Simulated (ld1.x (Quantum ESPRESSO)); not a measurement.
An all-electron radial function and its pseudo partner (aluminium (Al))

Columns: radius, all-electron u(r) and pseudo u(r) of the 3s shell (level -11.18 eV) of aluminium in the configuration [Ne] 3s2 3p0.5; BP86, non-relativistic, ultrasoft scheme, ld1.x (Quantum ESPRESSO) 7.5.

| r (bohr) | all-electron | pseudo |
| --- | --- | --- |
| 0.123 | 0.0830 | 0.0553 |
| 0.245 | -0.1665 | 0.1101 |
| 0.368 | -0.2957 | 0.1654 |
| 0.490 | -0.2899 | 0.2201 |
| 0.613 | -0.2009 | 0.2750 |
| 0.735 | -0.0740 | 0.3287 |
| 0.858 | 0.0645 | 0.3817 |
| 0.980 | 0.1964 | 0.4326 |
| 1.103 | 0.3156 | 0.4816 |
| 1.225 | 0.4165 | 0.5269 |
| 1.348 | 0.5003 | 0.5686 |
| 1.470 | 0.5663 | 0.6050 |
| 1.593 | 0.6167 | 0.6360 |
| 1.715 | 0.6523 | 0.6603 |
| 1.838 | 0.6754 | 0.6777 |
| 1.960 | 0.6871 | 0.6874 |
| 2.083 | 0.6893 | 0.6893 |
| 2.205 | 0.6834 | 0.6834 |
| 2.328 | 0.6710 | 0.6710 |
| 2.450 | 0.6534 | 0.6534 |
| 2.573 | 0.6317 | 0.6317 |
| 2.695 | 0.6070 | 0.6070 |
| 2.818 | 0.5801 | 0.5801 |
| 2.940 | 0.5518 | 0.5518 |
| 3.063 | 0.5226 | 0.5226 |
| 3.185 | 0.4932 | 0.4932 |

(1) How many radial nodes do the two functions have?

(2) At about which radius was the pseudo-wave matched?

(3) Where does each function peak?

(4) Is the pseudo-wave norm-conserving?

Answers

(1) The all-electron 3s function has n − l − 1 = 2; the pseudo-wave has 0, since the states of the same l below it are removed with the core.

(2) 2.10 bohr. The columns agree to 0.0005 from 1.96 bohr on; several derivatives are matched, so the curves merge somewhat inside the radius.

(3) Outermost all-electron maximum near 2.08 bohr, pseudo maximum near 2.08 bohr (to the table’s step).

(4) No, it belongs to an ultrasoft set: the norm inside the radius is not constrained, and the difference is carried by the augmentation charge.
